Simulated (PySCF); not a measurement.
BF₂Br, SMILES FB(F)Br. Geometry optimised at PBE0-D3(BJ)/def2-SVP.

Computed equilibrium geometry at PBE0-D3(BJ)/def2-SVP (PySCF confirms it by a frequency run) as bond lengths and angles, and its point group:
point group C2v.
Atoms: B1 F2 F3 Br4. Bond lengths (Å): B1–F2 1.310, B1–F3 1.310, B1–Br4 1.901. Bond angles (°): F2–B1–F3 119.1, F2–B1–Br4 120.4, F3–B1–Br4 120.4.
Charge 0, spin multiplicity 1.
